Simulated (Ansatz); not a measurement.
# Cost against result

Saddle point of GeH$_{4}$SO, singlet (GeH₄SO ([OH][GeH2][SH]) → GeH₂S ([S][GeH2]) + H₂O (still joined by a long Ge–O bond); bonds formed: O2–H4; bonds broken: S3–H4; bonds weakened to dative contacts: Ge1–O2), PBE0-D4/def2-TZVP structure:

```
7
angstrom
Ge -0.4814 0.1593 0.6312
O 1.0748 -0.0370 -0.5098
S -1.2234 -1.5038 -0.4705
H 0.3188 -0.8994 -0.9178
H -0.9779 1.5937 0.3637
H 0.0703 0.0202 2.0575
H 1.2189 0.6669 -1.1543
```

Barriers are electronic and count from the start structure reached by relaxing down the imaginary mode.

Computed with Ansatz 0.2.0 (basis: as named in each row); correlated methods freeze the cores. Filled d shells of the heavier atoms are correlated. The def2 sets are not built for correlating such inner shells, so the correlated values are less sure here. B3LYP uses VWN-RPA correlation. Extrapolation: Hartree–Fock as exp(−7.88 √X), correlation as X^−2.97.

Times are rough, for one single point on 2 threads of a shared host (Intel Xeon Platinum 8488C).

The estimate by CCSD(T) at an estimated basis limit (MP2 extrapolated from triple and quadruple zeta, plus CCSD(T) − MP2 in triple zeta) is 1.360 eV.

| method | basis | time (s) | barrier (eV) | method less estimate |
| --- | --- | --- | --- | --- |
| SPW92 | def2-TZVPP | 1 | 0.926 | -0.434 |
| PBE-D4 | def2-TZVPP | 2 | 1.114 | -0.246 |
| BLYP-D4 | def2-TZVPP | 2 | 1.246 | -0.115 |
| B3LYP-D4 | def2-TZVPP | 2 | 1.354 | -0.006 |
| BHLYP-D4 | def2-TZVPP | 2 | 1.534 | 0.174 |
| PBE0-D4 | def2-TZVPP | 2 | 1.263 | -0.097 |
| r2SCAN-D4 | def2-TZVPP | 3 | 1.242 | -0.119 |
| CAM-B3LYP-D4 | def2-TZVPP | 3 | 1.409 | 0.049 |
| r2SCAN0-D4 | def2-TZVPP | 3 | 1.334 | -0.027 |
| RPA on PBE | def2-TZVPP | 4 | 1.419 | 0.059 |
| B2PLYP | def2-TZVPP | 4 | 1.374 | 0.014 |
| PBE-QIDH | def2-TZVPP | 4 | 1.357 | -0.003 |
| B97M-V | def2-TZVPP | 5 | 1.345 | -0.016 |
| wB97X-V | def2-TZVPP | 6 | 1.426 | 0.066 |
| wB97M-V | def2-TZVPP | 6 | 1.359 | -0.002 |
| MP2 | def2-QZVPP | 13 | 1.304 | -0.056 |
| CCSD(T) | def2-TZVPP | 37 | 1.415 | 0.055 |

All methods are single points on the PBE0-D4 structures.

The T1 diagnostic stays at or below 0.014.

Labels in which every atom is bracketed show which atoms are joined, not bond orders.
